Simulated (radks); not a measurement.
The numbers below are computed, except where a source is named.
Charge is removed step by step from the 3s down level of W, starting from [Ne] 3s(up 1, down 1) 3p6 3d10 4s2 4p6 4d10 4f14 5s2 5p6 5d4 6s2. Code: a radial shooting solver on a logarithmic mesh with Libxc functionals. Model: scalar-relativistic Kohn-Sham, r2SCAN, spin-polarised, spherical densities, finite nucleus; open shells are filled with parallel spins first (spin-orbit coupling, left out, can overturn this in heavy ions); meta-GGA in the generalised Kohn-Sham scheme; Fermi nuclear charge, rms radius 5.3658 fm.

removed (e)	E - E(0) (eV)	eigenvalue (eV)	E minus straight line (eV)
0	0.000	-2780.7	0.000
0.25	695.73	-2792.7	-4.580
0.5	1394.5	-2804.9	-6.131
0.75	2096.3	-2817.2	-4.615
1	2801.2	-2829.6	0.000

Removing the whole electron costs 2801.2 eV by Delta-SCF, against 2780.7 eV from minus the eigenvalue at the starting occupation. Slater's transition state (half an electron removed) gives 2804.9 eV. Integrating minus the eigenvalue over the occupation (Janak's theorem) gives 2805.0 eV. In this scalar-relativistic scheme the density is built from large components alone, so the theorem holds only approximately. The mean slope of the eigenvalue, de/dn, is 48.9 eV per electron.
